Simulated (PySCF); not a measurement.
One of the candidates below gave these computed data.

All candidates are C6H9P.

| technique | computed result |
| --- | --- |
| NMR, other nuclei | isotropic shieldings of nuclei other than C and H, by class: 25 (1 P) ppm [GIAO PBE0/pcSseg-1] |
| UV, first state | lowest singlet excitation: 4.55 eV (272 nm, f = 0.009) [TDDFT CAM-B3LYP/def2-SVPD] |
| 13C NMR | chemical shifts (computed TMS as zero) by class: 171.5 (1 C), 159.9 (1 C), 156.2 (1 C), 39.9 (1 C), 38.1 (1 C), 26.1 (1 C) ppm [GIAO PBE0/pcSseg-1] |
| Triplet | lowest triplet excitation (Tamm–Dancoff): 2.65 eV [TDA CAM-B3LYP/def2-SVPD] |
| Rotational structure | rotational constants A, B, C: 5.382, 1.416, 1.151 GHz [GFN2-xTB] |
| Polarisability | 96.5 au [CAM-B3LYP/def2-SVPD] |

Gas-phase values; electronic properties from PySCF, density fitting. Levels stand in brackets. One conformer (not necessarily the lowest) at the GFN2-xTB geometry, without solvent, vibrations or thermal averaging. NMR values are class means; diastereotopic atoms form classes of their own.

Question: Which candidate is it?
A. `C=PC1=CCCC1`
B. `C#CP(C)C1CC1`
C. `CC#CP=C(C)C`
D. `CP1C=CCC=C1`
E. `Cc1c[pH]c(C)c1`

Answer: A. It is `C=PC1=CCCC1`. Numbering: `[CH2:1]=[P:2][C:3]1=[CH:4][CH2:5][CH2:6][CH2:7]1`. 6 carbons fall into 6 classes; from least to most shielded: carbon bonded to P and 2 H [C1] (171.5 ppm), fully substituted alkene carbon [C3] (159.9 ppm), alkene CH carbon [C4] (156.2 ppm), allylic carbon [C5] (39.9 ppm), allylic carbon [C7] (38.1 ppm), ring CH2 carbon [C6] (26.1 ppm). The other shieldings belong to: 25 ppm, phosphorus bonded to 2 C [P2]. S1 is mainly HOMO−1→LUMO (weight 0.98); the largest Löwdin shares of the orbital it empties are 0.60 on the phosphorus bonded to 2 C, 0.14 on the fully substituted alkene carbon, 0.12 on the carbon bonded to P and 2 H and 0.05 on an allylic carbon, of the orbital it fills 0.34 on the phosphorus bonded to 2 C, 0.31 on the carbon bonded to P and 2 H, 0.13 on the alkene CH carbon and 0.10 on the fully substituted alkene carbon. The optimised geometry has point group C1 and is an asymmetric top.

The others, at the same levels:
- `Cc1c[pH]c(C)c1` fails: its computed 13C shifts are 160.3 (1 C), 158.7 (1 C), 145.1 (1 C), 129.9 (1 C), 21.9 (1 C), 21.4 (1 C) ppm, lowest singlet excitation is 4.72 eV (263 nm, f = 0.057) (against 4.55 eV) and lowest triplet excitation (Tamm–Dancoff) is 3.04 eV (against 2.65 eV).
- `C#CP(C)C1CC1` fails: it has 5 carbon classes against 6; its computed 13C shifts are 99.3 (1 C), 92.0 (1 C), 17.9 (1 C), 17.4 (1 C), 5.8 (2 C) ppm, rotational constant A is 3.389 GHz (against 5.382 GHz) and smallest rotational constant is 1.232 GHz (against 1.151 GHz).
- `CP1C=CCC=C1` fails: it has 4 carbon classes against 6; its computed 13C shifts are 139.6 (2 C), 135.0 (2 C), 33.1 (1 C), 14.9 (1 C) ppm, lowest singlet excitation is 5.33 eV (233 nm, f = 0.038) (against 4.55 eV) and lowest triplet excitation (Tamm–Dancoff) is 4.05 eV (against 2.65 eV).
- `CC#CP=C(C)C` fails: its computed 13C shifts are 224.4 (1 C), 121.7 (1 C), 88.3 (1 C), 32.5 (1 C), 30.4 (1 C), 6.8 (1 C) ppm, static isotropic polarisability is 104.1 au (against 96.5 au) and smallest rotational constant is 0.887 GHz (against 1.151 GHz).

Each candidate is one conformer, not necessarily the lowest. The conformers computed, where there is a choice (atom-mapped SMILES and torsion angles):
- `[CH:1]#[C:2][P:3]([CH3:4])[CH:5]1[CH2:6][CH2:7]1`: C2–P3–C5–C6 -98°

The conformers of `C=PC1=CCCC1` aren't listed.
